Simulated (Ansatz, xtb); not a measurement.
## Relaxing a trial structure of BH3SeSi

The starting geometry of this gas-phase singlet was built from a drawn formula by distance geometry and a force field; its bonds are those of `[B][SiH2][SeH]`.

```yaml
atoms:
  - { symbol: B, position_ang: [1.3933, -1.9037, 0.5216] }
  - { symbol: Se, position_ang: [0.6092, 0.0209, -2.2379] }
  - { symbol: Si, position_ang: [1.0820, -0.0711, 0.0253] }
  - { symbol: H, position_ang: [2.3049, 0.7148, 0.2770] }
  - { symbol: H, position_ang: [-0.0415, 0.4887, 0.8071] }
  - { symbol: H, position_ang: [0.4747, 1.5653, -2.1467] }
```

Predict what it relaxes into with r2SCAN-D4/def2-SVP.

It rearranges to `[SiH3]B=[Se]`. Contacts that open: Se2–Si3 (2.31 → 3.73 Å), Se2–H6 (1.55 → 4.46 Å). Contacts that close: B1–Se2 (3.45 → 1.74 Å), Si3–H6 (2.79 → 1.49 Å).

The energy falls by 4.55 eV over 37 steps:

```
step  E − E(last) (eV)
   1             4.551
   5             4.205
   9             4.202
  13             4.090
  17             3.681
  21             3.662
  25             3.509
  29             1.577
  33             0.313
  37             0.000
```

Final geometry (Å):

```csv
atom,x (Å),y (Å),z (Å)
B,0.9216,-0.8877,-1.2364
Se,0.8542,-2.2710,-2.2942
Si,0.9974,0.6938,-0.0330
H,2.3631,0.8096,0.5595
H,-0.0048,0.5405,1.0630
H,0.6911,1.9298,-0.8125
```

From the same start GFN2-xTB ends elsewhere, at `[SiH2]=B[SeH]`.

No frequencies were run, so the end isn't proven a minimum. Run with Ansatz 0.2.0, 47 s on 2 threads of Arm Neoverse V2, with other jobs on the host.
